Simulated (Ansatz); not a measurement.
Cl4SW, quintet, geometry from GFN2-xTB of the parent state (such geometries of metal compounds can be far from the true shape) (the multiplicity is a formal guess) (core potentials on W); HF/def2-SV(P) (Ansatz, an electronic-structure program).

Here is a job for Ansatz.
Ansatz 0.2 input:
```yaml
crystal:
  periodic: [false, false, false]
  atoms:
    - {symbol: W, position_ang: [0.00037218, -0.00016050, 0.00039474]}
    - {symbol: S, position_ang: [1.59769516, -0.68898674, 1.69456177]}
    - {symbol: Cl, position_ang: [-1.52008681, 0.65551908, -1.61224811]}
    - {symbol: Cl, position_ang: [0.33502183, 2.12108283, 0.55724884]}
    - {symbol: Cl, position_ang: [1.25839237, -0.94869325, -1.56146984]}
    - {symbol: Cl, position_ang: [-1.57866055, -1.17875192, 1.01986914]}
basis:
  gaussian:
    orbitals: def2-SV_P_.json
hamiltonian:
  xc: hf
magnetization: {spin_polarized: true, initial_magnetization: 4}
```
The basis file holds def2-SV(P) in the JSON format of the Basis Set Exchange.

Task: What does Ansatz print? Leave out banner, timings and long lists.

Result: 
```
Functional definition: HF
1129 factors; integrals over basis functions are off by at most 2.5e-4 eV
mean field evaluation 1: about -62618.2353 eV, gradient 2.1e1 eV
mean field evaluation 2: about -62618.2970 eV, gradient 2.1e1 eV
mean field evaluation 4: about -62621.4629 eV, gradient 3.7e0 eV
mean field evaluation 8: about -62621.7042 eV, gradient 1.9e-1 eV
mean field evaluation 16: about -62621.2036 eV, gradient 1.9e0 eV
mean field evaluation 32: about -62620.5560 eV, gradient 2.5e-1 eV
mean field evaluation 64: about -62621.6634 eV, gradient 7.2e-1 eV
mean field evaluation 96: about -62611.8071 eV, gradient 2.4e1 eV
mean field evaluation 128: about -62619.4460 eV, gradient 2.5e0 eV
mean field evaluation 160: about -62617.3076 eV, gradient 7.5e0 eV
mean field evaluation 192: about -62614.3056 eV, gradient 9.3e0 eV
mean field -62621.71020101 eV, -2301.3054033673 hartree, gradient 5.6e-5 eV, S^2 6.033960; 0 other end points of the search recorded, 0 dependent functions left out
reference -62621.71020101 eV, -2301.3054033673 hartree; 51, 47 occupied and 64, 68 virtual orbitals, 1129 factors
Total energy: -62621.71020101 eV, -2301.3054033673 hartree
```
